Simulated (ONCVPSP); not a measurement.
## How hard is this cobalt (Co) ONCV potential?

* Element: Co (Z = 27)
* Generator: ONCVPSP 4.0.1
* Type: optimised norm-conserving Vanderbilt (ONCV)
* Functional: PBEsol
* Relativity: scalar-relativistic
* Frozen core: [Ar]
* Valence charge: 9
* Reference configuration: 3d7 4s1.5 4p0.5
* Partial waves: 4s: rc 1.95 bohr, ncon 3, nbas 7, qcut 2.4 1/bohr, 2 projectors, debl 2.6 Ha; 4p: rc 3.05 bohr, ncon 4, nbas 8, qcut 3.1 1/bohr, 1 projector; 3d: rc 1.35 bohr, ncon 4, nbas 9, qcut 12.9 1/bohr, 2 projectors, debl 3.6 Ha
* Local potential: polynomial inside 1.10 bohr (lpopt 5, dvloc0 -1 Ha)
* Core correction: polynomial model core, fcfact 0.35

For each optimised wave give the share of its norm inside rc, the residual kinetic energy above qcut (Ha) and the cutoffs (Ha) for errors of 10, 1, 0.1 and 0.01 mHa per electron.

```csv
wave,norm inside rc,residual KE,10 mHa,1 mHa,0.1 mHa,0.01 mHa
4s,0.213,7.3e-03,2.5,13.3,34.7,66.1
s projector 2,0.124,1.9e-01,9.4,23.1,40.1,68.2
4p,0.303,1.5e-05,0.8,1.4,3.4,6.0
3d,0.756,2.7e-07,49.8,59.6,67.4,73.9
d projector 2,0.115,1.6e-06,51.4,62.6,71.3,77.9
```

The occupied waves need 60 Ha and 67 Ha for 1 and 0.1 mHa. Note: ghosts flagged at negative energy: s at -7.9 eV; GHOST(+) flagged for p at 2.27 eV. A true bound ghost makes a file unfit for plane-wave use.
